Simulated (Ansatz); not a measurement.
Basis-set extrapolation for `OC/C(O)=N\[SiH3]` (PBE0-D4/def2-TZVP geometry, frozen core, Ansatz 0.2.0). Multiplicity 1, RHF reference.

|  | def2-TZVPP | def2-QZVPP |
| --- | --- | --- |
| HF | -573.060583 | -573.082737 |
| MP2 correlation | -1.128552 | -1.212288 |
| CCSD(T) correlation | -1.213264 | not run |

Energies in hartree. Use E(X) = E(∞) + A·exp(−7.88·√X) for Hartree–Fock and E(X) = E(∞) + B·X^(−2.97) for correlation, with X = 3 and 4, and add CCSD(T) minus MP2 of the smaller set to the MP2 limit.

Task: What is the CCSD(T) energy at the basis-set limit?

Result: HF limit: -573.082737 + (-0.022154) × 0.13774 = -573.08579. MP2 limit: -1.212288 + (-0.083736) × 0.74074 = -1.27431. Higher-order term: -1.213264 − (-1.128552) = -0.08471. Total: -574.44481 hartree, 448.9 kJ/mol below CCSD(T)/def2-TZVPP.
